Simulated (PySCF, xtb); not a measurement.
Sn(OH)2 (H₂O₂Sn), SMILES [OH][Sn][OH] (connectivity only; charge and spin as stated), neutral, multiplicity 1.

GFN2-xTB in xtb at its own geometry gives an orbital gap of 4.68 eV and a dipole moment of 4.29 D.

Geometry optimised at B3LYP-D3(BJ)/def2-TZVP. The def2 effective core potentials stand for the cores of Sn; spin–orbit coupling is left out. One conformer was computed; it need not be the lowest.

Question: What does PBE0/def2-TZVPD run with PySCF give? (The exact figures need the calculation; the answer reports its results.)

Answer: gap 5.51 eV (levels -7.59 and -2.08 eV), dipole 2.60 D.
